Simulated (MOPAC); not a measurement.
MOPAC input (PM7):

```
PM7 FORCE THERMO(298,298) PRECISE LET UHF MS=0.5 GEO-OK AUX(PRECISION=9) THREADS=1
CN

C    -0.00000000 1   -0.00000000 1   -0.61387029 1
N    -0.00000000 1   -0.00000000 1    0.52446851 1
```

Output:

```
 *******************************************************************************
 **                                                                           **
 **                              MOPAC v23.2.5                                **
 **                                                                           **
 *******************************************************************************
 ** MOPAC's Digital Object Identifier: https://doi.org/10.5281/zenodo.6511958 **
 **                                                                           **
 ** Please cite the open-source release paper for use of this MOPAC version:  **
 ** J. E. Moussa and J. J. P. Stewart (2026)                                  **
 ** MOPAC: An open-source semiempirical molecular orbital program             **
 ** J. Open Source Softw., 11(119), 8025, https://doi.org/10.21105/joss.08025 **
 *******************************************************************************

                              PM7 CALCULATION RESULTS

 *******************************************************************************
 *  PM7        - The PM7 Hamiltonian to be used
 *  GEO-OK     - OVERRIDE INTERATOMIC DISTANCE AND OTHER SAFETY CHECKS
 *  UHF        - UNRESTRICTED HARTREE-FOCK CALCULATION
 *  MS=        - IN MECI, MAGNETIC COMPONENT OF SPIN =  0.5
 *  LET        - OVERRIDE SOME SAFETY CHECKS
 *  PRECISE    - TIGHTER CRITERIA TO BE USED
 *  FORCE      - FORCE CALCULATION SPECIFIED
 *  AUX        - OUTPUT AUXILIARY INFORMATION
 *  THERMO     - THERMODYNAMIC QUANTITIES TO BE CALCULATED
 *******************************************************************************
PM7 FORCE THERMO(298,298) PRECISE LET UHF MS=0.5 GEO-OK AUX(PRECISION=9) THREADS=1
 CN

   ATOM   CHEMICAL          X               Y               Z
  NUMBER   SYMBOL      (ANGSTROMS)     (ANGSTROMS)     (ANGSTROMS)

     1       C         -0.00000000  *  -0.00000000  *  -0.61387029  *
     2       N         -0.00000000  *  -0.00000000  *   0.52446851  *

          CARTESIAN COORDINATES

    NO.       ATOM           X           Y           Z

     1         C         -0.0000     -0.0000     -0.6139
     2         N         -0.0000     -0.0000      0.5245

 General Reference for PM7:
 "Optimization of Parameters for Semiempirical Methods VI: More Modifications to the
 NDDO Approximations and Re-optimization of Parameters", J. J. P. Stewart, J. Mol. Mod., 1:32, 19 (2013)
 https://link.springer.com/article/10.1007/s00894-012-1667-x

           Empirical Formula: C N  =     2 atoms

      MOLECULAR POINT GROUP   :   C*v

          UHF CALCULATION, NO. OF ALPHA ELECTRONS =    5
                           NO. OF BETA  ELECTRONS =    4

          HEAT OF FORMATION =     102.736250 KCALS/MOLE

          CARTESIAN COORDINATE DERIVATIVES

   NUMBER  ATOM         X            Y            Z

     1       C     -0.014928     0.000000     0.000000
     2       N      0.014927     0.000000     0.000000

 DIPOLE           X         Y         Z       TOTAL
 POINT-CHG.    -1.572     0.000     0.000     1.572
 HYBRID        -0.016     0.000     0.000     0.016
 SUM           -1.588     0.000     0.000     1.588

          GRADIENT NORM =   0.02111

          MOLECULAR WEIGHT =   26.02

          ROTATIONAL CONSTANTS IN CM(-1)

          A =    0.00000000   B =    2.01190434   C =    2.01190434

           PRINCIPAL MOMENTS OF INERTIA IN UNITS OF 10**(-40)*GRAM-CM**2

          A =        0.0000   B =       13.9136   C =       13.9136

          ORIENTATION OF MOLECULE IN FORCE CALCULATION

    NO.       ATOM         X         Y         Z

     1          C      -0.6128    0.0000    0.0000
     2          N       0.5255    0.0000   -0.0000

    FIRST DERIVATIVES WILL BE USED IN THE CALCULATION OF SECOND DERIVATIVES

    FOR POINT-GROUP C*v  THERE ARE  84 UNIQUE SYMMETRY FUNCTIONS.

(To convert to Hartree/Bohr^2, multiply by (10^(-21) x N x a0^2)/(4.184 x 627.51) =  0.0642)

           FORCE MATRIX IN MILLIDYNES/ANGSTROM

                  C  1       N  2
 ------------------------------
     C    1  20.523922
     N    2  20.523972  20.524021

          HEAT OF FORMATION =     102.736250 KCALS/MOLE

          ZERO POINT ENERGY       3.318 KCAL/MOL

           NORMAL COORDINATE ANALYSIS (Total motion = 1 Angstrom)

   Root No.       1

                 1 Sig

                2321.0

           1    0.5384
           2   -0.0000
           3   -0.0000
           4   -0.4616
           5    0.0000
           6    0.0000

           MASS-WEIGHTED COORDINATE ANALYSIS (NORMAL COORDINATES)

   Root No.       1

                 1 Sig

                2321.0

           1    0.7337
           2   -0.0000
           3   -0.0000
           4   -0.6794
           5    0.0000
           6    0.0000

          DESCRIPTION OF VIBRATIONS

 VIBRATION          1    1Sig        ATOM PAIR     ENERGY CONTRIBUTION    RADIAL
 FREQUENCY          2321.04         C 1 -- N 2        +100.0% (100.0%)    100.0%
 TRANSITION DIPOLE   3.5300
 TRAVEL (Ang.)       0.0670
 REDUCED MASS        6.4662
 EFFECTIVE MASS     12.9133
 FORCE CONSTANT     20.5240

      SYMMETRY NUMBER FOR POINT-GROUP C*v =  1

          SYSTEM IS A GROUND STATE

 CN

          MOLECULE IS LINEAR

          THERE ARE  1 GENUINE VIBRATIONS IN THIS SYSTEM
          THIS THERMODYNAMICS CALCULATION IS LIMITED TO
          MOLECULES WHICH HAVE NO INTERNAL ROTATIONS

                    CALCULATED THERMODYNAMIC PROPERTIES
                                          *
   TEMP. (K)   PARTITION FUNCTION   H.O.F.    ENTHALPY  HEAT CAPACITY ENTROPY
                                   KCAL/MOL   CAL/MOLE    CAL/K/MOL  CAL/K/MOL

 298.00  VIB.     0.1000D+01                     0.0902     0.0034     0.0003
         ROT.     0.1029D+03                   592.1869     1.9872    11.1963
         INT.     0.1029D+03                   592.2771     1.9906    11.1967
         TRA.     0.1283D+27                  1480.4672     4.9680    35.7024
         TOT.                      102.736    2072.7442     6.9586    46.8991

   *: NOTE: HEATS OF FORMATION ARE RELATIVE TO THE
            ELEMENTS IN THEIR STANDARD STATE AT 298K
              (=  Standard Enthalpy of Formation).

            Hvib:  Zero-point energy is not included.
                   frequencies of less than zero cm-1 are not included.
            Hrot = (3/2)RT
            Htra = (3/2)RT + pV = (5/2)RT

            Heat capacity is Cp, not Cv

          For more information, see: HTTP://OpenMOPAC.net/Manual/thermochemistry.html

           FORCE CONSTANT IN CARTESIAN COORDINATES (Millidynes/A)

    ATOM   CHEMICAL       X               Y               Z
   NUMBER   SYMBOL  FORCE CONSTANT  FORCE CONSTANT  FORCE CONSTANT

      1       C       20.523972       -0.001012       -0.001012
      2       N       20.523972       -0.001012       -0.001012

 **********************
 *                    *
 * JOB ENDED NORMALLY *
 *                    *
 **********************

 == MOPAC DONE ==
```
